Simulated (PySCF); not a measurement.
**S²⁺ (sulfur, charge +2): TPSS calculation**

Configuration: [Ne] 3s2 3p2, high-spin 3P determinant. Calculation: PySCF 2.14, in cc-pV(D+d)Z (4s3p2d, 23 functions); the non-relativistic Hamiltonian (point nucleus).

| Quantity | Value |
| --- | --- |
| Total energy | -396.8865 hartree |
| One-electron energy | -535.1564 hartree |
| Hartree (Coulomb) energy | 163.2210 hartree |
| Exchange-correlation energy | -24.9511 hartree |
| Kinetic energy | 395.91728 hartree |
| ⟨S²⟩ | 2.0038 |
| ⟨L²⟩ | 2.013 |
| Sum of ⟨r⟩ | 10.51 bohr |
| Sum of ⟨r²⟩ | 15.11 bohr² |
| Traceless quadrupole moment −½Σ⟨3z² − r²⟩ along its main axis | 1.36 e·bohr² |
| Density at the nucleus (Gaussians lack the cusp) | 2600 bohr⁻³ |
| Spin density at the nucleus | 0.272 bohr⁻³ |
| Langevin diamagnetic susceptibility | -12.0 ×10⁻⁶ cm³/mol |
| Time after the integrals | 0.26 s of wall time on 1 thread of Neoverse-V1 (shared host) |

```
shell  electrons  mean orbital energy (hartree)  spread (hartree)  rms radius, mean of both spins (bohr)
 1s α          1                      -89.41433                 0                                  0.113
 1s β          1                      -89.40132                 0                                  0.113
 2s α          1                       -8.74514                 0                                  0.522
 2s β          1                       -8.73314                 0                                  0.522
 2p α          3                       -6.72805           0.01223                                  0.494
 2p β          3                       -6.71083           0.02785                                  0.494
 3s α          1                       -1.49286                 0                                   1.71
 3s β          1                       -1.38370                 0                                   1.71
 3p α          2                       -1.07183                 0                                   1.90
```
